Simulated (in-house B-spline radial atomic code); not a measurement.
Configurations of I⁴⁺, with energies counted from [Kr] 4d10 5s2 5p1. All numbers are computed (scalar-relativistic (X2C) BHandHLYP, spin-polarised, spherical fractional occupations; Fermi nucleus of rms radius 4.75 fm) with a radial B-spline atomic code at the basis-set limit, not measured. Shells without spins written out take the highest spin.

Caution: exact exchange at fractional occupations of open shells leaves self-interaction of up to several eV.

Occupations are held fixed; configurations that lie above the ionisation limit could autoionise.

```csv
configuration,E - E(ref) (eV),highest orbital,its <r> (bohr)
[Kr] 4d10 5s2 5d1,17.429,5d up,2.737
[Kr] 4d10 5s1 5p1 5d1,30.022,5d up,2.661
[Kr] 4d10 5s2 5f1,31.983,5f up,4.587
[Kr] 4d10 5s1 5p1 6p1,37.815,6p up,4.046
"[Kr] 4d10 5s(0 up, 1 down) 5p(1 up, 0 down) 6f(1 up, 0 down)",52.324,6f up,7.387
[Ar] 3d10 4s2 4p5 4d10 5s2 5p2,140.06,5p up,1.979
"[Ar] 3d(4 up, 5 down) 4s2 4p6 4d10 4f(1 up, 0 down) 5s2 5p(1 up, 0 down)",666.39,4f up,1.808
```

Problem. Order these further configurations by energy, lowest first.
A. [Kr] 4d(5 up, 4 down) 5s2 5p(0 up, 2 down)
B. [Kr] 4d10 4f(0 up, 1 down) 5s2
C. [Ar] 3d10 4s2 4p5 4d10 5s2 5p1 6d1
D. [Kr] 4d10 5s1 5p1 6d1
E. [Ar] 3d9 4s2 4p6 4d10 5s2 5p1 5f1

Solution. B (22.911 eV), D (44.122 eV), A (57.5 eV), C (175.28 eV), E (677.99 eV).

Problem. How far above the reference does [Kr] 4d9 5s2 5p1 6f1 lie?

Solution. 98.661 eV; its least bound orbital is 6f up with <r> = 7.161 bohr.

Problem. How far above the reference does [Ar] 3d10 4s2 4p5 4d10 5s2 5p1 5f1 lie?

Solution. 175.87 eV; its least bound orbital is 5f up with <r> = 4.292 bohr.
